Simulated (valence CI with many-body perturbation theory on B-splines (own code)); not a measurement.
**Energy levels of In43+**

Computed by valence CI with perturbative core correlation (CI+MBPT): four valence electrons over a frozen Dirac-Fock core [He], a basis of 11 s, 11 p, 10 d, 8 f, 5 g, 2 h functions for each j, with the one-electron correlation potential Σ1, the two-electron term Σ2, the three-electron term Σ3, Breit, model QED; selected CI, second order for the rest, scaled by the run's own slope (own B-spline code, finite nucleus).

The last digits are not significant, and no measured levels were compared; by estimate large intervals hold to a few tenths of a per cent, small ones and those within an open d or f shell to about a per cent. Among the levels kept, up to 810 cm⁻¹ of a level comes from second order outside the variational space, and about a tenth of that is noise between levels of different J, which matters for small intervals.

Levels 1 to 45 of 204, with energies above the lowest level, (2s^2 2p1/2^2) J=0. "Leading %" is the weight of the configuration and term that name the level; weights of strongly mixed levels are sums over their largest components and can fall short, so below about 35 % the name and the second component can differ from the true leading terms, or belong to a minority configuration. In the jj column 3d3/2^4 stands for four electrons in 3d with j = 3/2. Lifetimes count E1, E2, E3, M1 and M2 decay at the calculated energies, and are blank where another channel may lead or the interval is too uncertain; long ones can be off by a factor of two.

| No. | Configuration | Term | J | E (eV) | Leading % | g | Lifetime | Second component | Leading jj |
| --- | --- | --- | --- | --- | --- | --- | --- | --- | --- |
| 1 | 2s2 2p2 | 3P | 0 | 0.0 | 72 |  |  | 28 % 2s2 2p2 1S | 2s^2 2p1/2^2 (99 %) |
| 2 | 2s2 2p2 | 3P | 1 | 212.7 | 100 | 1.487 | 15.5 ns |  | 2s^2 2p1/2 2p3/2 (100 %) |
| 3 | 2s2 2p2 | 1D | 2 | 227.2 | 61 | 1.178 | 14.8 μs | 39 % 2s2 2p2 3P | 2s^2 2p1/2 2p3/2 (99 %) |
| 4 | 2s 2p3 | 3P° | 2 | 373.4 | 42 | 1.613 | 98.2 ps | 40 % 2s 2p3 5S° | 2s 2p1/2^2 2p3/2 (96 %) |
| 5 | 2s 2p3 | 3D° | 1 | 428.6 | 39 | 1.056 | 2.40 ps | 23 % 2s 2p3 1P° | 2s 2p1/2^2 2p3/2 (97 %) |
| 6 | 2s2 2p2 | 3P | 2 | 450.6 | 61 | 1.292 | 6.81 ns | 38 % 2s2 2p2 1D | 2s^2 2p3/2^2 (99 %) |
| 7 | 2s2 2p2 | 1S | 0 | 486.2 | 71 |  | 5.07 ns | 28 % 2s2 2p2 3P | 2s^2 2p3/2^2 (98 %) |
| 8 | 2s 2p3 | 3D° | 2 | 575.0 | 50 | 1.524 | 10.8 ps | 44 % 2s 2p3 5S° | 2s 2p1/2 2p3/2^2 (96 %) |
| 9 | 2s 2p3 | 3D° | 3 | 606.1 | 100 | 1.317 | 11.7 ps |  | 2s 2p1/2 2p3/2^2 (100 %) |
| 10 | 2s 2p3 | 3P° | 0 | 638.3 | 100 |  | 2.87 ps |  | 2s 2p1/2 2p3/2^2 (100 %) |
| 11 | 2s 2p3 | 3S° | 1 | 650.9 | 39 | 1.285 | 1.59 ps | 39 % 2s 2p3 3D° | 2s 2p1/2 2p3/2^2 (98 %) |
| 12 | 2s 2p3 | 1D° | 2 | 661.0 | 70 | 1.086 | 1.56 ps | 22 % 2s 2p3 3D° | 2s 2p1/2 2p3/2^2 (96 %) |
| 13 | 2s 2p3 | 3P° | 1 | 665.2 | 47 | 1.383 | 1.74 ps | 31 % 2s 2p3 1P° | 2s 2p1/2 2p3/2^2 (98 %) |
| 14 | 2p4 | 3P | 2 | 836.7 | 71 | 1.343 | 1.59 ps | 28 % 2p4 1D | 2p1/2^2 2p3/2^2 (99 %) |
| 15 | 2s 2p3 | 3P° | 2 | 853.4 | 51 | 1.384 | 2.86 ps | 22 % 2s 2p3 1D° | 2s 2p3/2^3 (96 %) |
| 16 | 2p4 | 1S | 0 | 875.7 | 58 |  | 1.27 ps | 41 % 2p4 3P | 2p1/2^2 2p3/2^2 (98 %) |
| 17 | 2s 2p3 | 1P° | 1 | 903.9 | 44 | 1.217 | 1.07 ps | 27 % 2s 2p3 3S° | 2s 2p3/2^3 (98 %) |
| 18 | 2p4 | 3P | 1 | 1057.6 | 100 | 1.487 | 1.00 ps |  | 2p1/2 2p3/2^3 (100 %) |
| 19 | 2p4 | 1D | 2 | 1073.0 | 71 | 1.127 | 1.12 ps | 28 % 2p4 3P | 2p1/2 2p3/2^3 (99 %) |
| 20 | 2p4 | 3P | 0 | 1314.0 | 59 |  | 767 fs | 41 % 2p4 1S | 2p3/2^4 (99 %) |
| 21 | 2s2 2p 3s | 3P° | 0 | 4045.1 | 99 |  | 30.6 fs |  | 2s^2 2p1/2 3s (99 %) |
| 22 | 2s2 2p 3s | 3P° | 1 | 4047.7 | 68 | 1.328 | 23.9 fs | 32 % 2s2 2p 3s 1P° | 2s^2 2p1/2 3s (99 %) |
| 23 | 2s2 2p 3p | 3D | 1 | 4094.8 | 72 | 0.657 | 2.21 ps | 23 % 2s2 2p 3p 1P | 2s^2 2p1/2 3p1/2 (99 %) |
| 24 | 2s2 2p 3p | 3P | 0 | 4120.4 | 70 |  | 616 fs | 29 % 2s2 2p 3p 1S | 2s^2 2p1/2 3p1/2 (98 %) |
| 25 | 2s2 2p 3p | 3P | 1 | 4165.3 | 37 | 1.580 | 136 fs | 24 % 2s2 2p 3p 3S | 2s^2 2p1/2 3p3/2 (80 %) |
| 26 | 2s2 2p 3p | 3D | 2 | 4172.1 | 56 | 1.162 | 1.40 ps | 28 % 2s2 2p 3p 1D | 2s^2 2p1/2 3p3/2 (98 %) |
| 27 | 2s 2p2 3s | 5P | 1 | 4196.0 | 46 | 2.038 | 40.2 fs | 20 % 2s 2p2 3s 3S | 2s 2p1/2^2 3s (77 %) |
| 28 | 2s 2p2 3s | 3P | 0 | 4211.7 | 73 |  | 33.2 fs | 26 % 2s 2p2 3s 1S | 2s 2p1/2^2 3s (96 %) |
| 29 | 2s2 2p 3d | 3F° | 2 | 4213.7 | 74 | 0.755 | 21.3 fs | 20 % 2s2 2p 3d 1D° | 2s^2 2p1/2 3d3/2 (99 %) |
| 30 | 2s2 2p 3d | 3D° | 1 | 4228.5 | 44 | 0.909 | 2.38 fs | 25 % 2s2 2p 3d 1P° | 2s^2 2p1/2 3d3/2 (83 %) |
| 31 | 2s2 2p 3d | 3P° | 2 | 4241.1 | 46 | 1.282 | 3.58 fs | 34 % 2s2 2p 3d 3D° | 2s^2 2p1/2 3d5/2 (97 %) |
| 32 | 2s 2p2 3p | 5D° | 0 | 4242.9 | 53 |  | 360 fs | 42 % 2s 2p2 3p 3P° | 2s 2p1/2^2 3p1/2 (96 %) |
| 33 | 2s2 2p 3d | 3F° | 3 | 4243.9 | 50 | 1.108 | 4.13 fs | 28 % 2s2 2p 3d 1F° | 2s^2 2p1/2 3d5/2 (99 %) |
| 34 | 2s 2p2 3p | 3P° | 1 | 4246.4 | 27 | 1.381 | 65.0 fs | 25 % 2s 2p2 3p 5D° | 2s 2p1/2^2 3p1/2 (80 %) |
| 35 | 2s2 2p 3s | 3P° | 2 | 4278.8 | 96 | 1.484 | 47.3 fs |  | 2s^2 2p3/2 3s (96 %) |
| 36 | 2s2 2p 3s | 1P° | 1 | 4283.9 | 66 | 1.144 | 19.0 fs | 31 % 2s2 2p 3s 3P° | 2s^2 2p3/2 3s (98 %) |
| 37 | 2s 2p2 3p | 3P° | 2 | 4316.7 | 28 | 1.558 | 218 fs | 25 % 2s 2p2 3p 5P° | 2s 2p1/2^2 3p3/2 (94 %) |
| 38 | 2s 2p2 3p | 3D° | 1 | 4321.1 | 38 | 1.083 | 9.43 fs | 19 % 2s 2p2 3p 1P° | 2s 2p1/2^2 3p3/2 (95 %) |
| 39 | 2s2 2p 3p | 3P | 1 | 4337.5 | 51 | 1.445 | 547 fs | 23 % 2s2 2p 3p 3S | 2s^2 2p3/2 3p1/2 (95 %) |
| 40 | 2s2 2p 3p | 3D | 2 | 4340.1 | 42 | 1.183 | 800 fs | 32 % 2s2 2p 3p 1D | 2s^2 2p3/2 3p1/2 (95 %) |
| 41 | 2s 2p2 3d | 5F | 1 | 4357.6 | 46 | 0.415 | 30.7 fs | 32 % 2s 2p2 3d 3D | 2s 2p1/2^2 3d3/2 (96 %) |
| 42 | 2s 2p2 3d | 3D | 2 | 4361.4 | 28 | 1.187 | 16.7 fs | 26 % 2s 2p2 3d 5F | 2s 2p1/2^2 3d3/2 (88 %) |
| 43 | 2s 2p2 3s | 5P | 2 | 4379.9 | 85 | 1.743 | 44.8 fs | 7 % 2s 2p2 3s 3P | 2s 2p1/2 2p3/2 3s (95 %) |
| 44 | 2s 2p2 3d | 3D | 3 | 4383.1 | 29 | 1.376 | 4.12 fs | 22 % 2s 2p2 3d 5D | 2s 2p1/2^2 3d5/2 (93 %) |
| 45 | 2s2 2p 3p | 3D | 3 | 4390.5 | 77 | 1.350 | 260 fs | 12 % 2s 2p2 3s 3D | 2s^2 2p3/2 3p3/2 (77 %) |

The ionisation energy to 2s2 2p 2P°_1/2 of the next ion comes out as 7208.5 eV (NIST: 7196 ± 8 eV (semi-empirical)). All 204 levels together are meant to be complete up to 5005.9 eV.
